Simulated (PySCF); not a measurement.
Si(Cl)2(F)(SiH3) (Cl2FH3Si2), SMILES Cl[Si](F)([SiH3])Cl. Heavy atoms are numbered as in [F:1][Si:2]([SiH3:3])([Cl:4])[Cl:5]. Hydrogens are named by the atom that carries them.

The structure is a stationary point at r2SCAN-D4/def2-SVP. This is a generated structure with no PubChem entry under its InChIKey; it may be hypothetical.

Computed with PySCF with KT2/pcSseg-1.

GIAO shieldings, no solvent; atoms alike by connectivity are averaged. δ = σ(ref) − σ: ¹⁹F against CFCl3 (σ = 127.1 ppm); ²⁹Si against TMS (σ = 361.9 ppm); ³⁵Cl against HCl (σ = 945.4 ppm); ¹H against TMS (σ = 31.47 ppm), references at their B3LYP-D3(BJ)/def2-TZVP geometries, non-relativistic (without spin–orbit terms, shifts of atoms bonded to Cl or Br come out too high).

Estimate the chemical shifts. (An estimate is asked for; the answer gives what the named calculation found.)


```csv
nucleus,atoms,count,δ (ppm)
¹⁹F,F1,1,-123.8
²⁹Si,Si2,1,29.4
²⁹Si,Si3 (SiH3),1,-101.1
³⁵Cl,Cl4,2,187.0
¹H,H on Si3,3,3.92
```
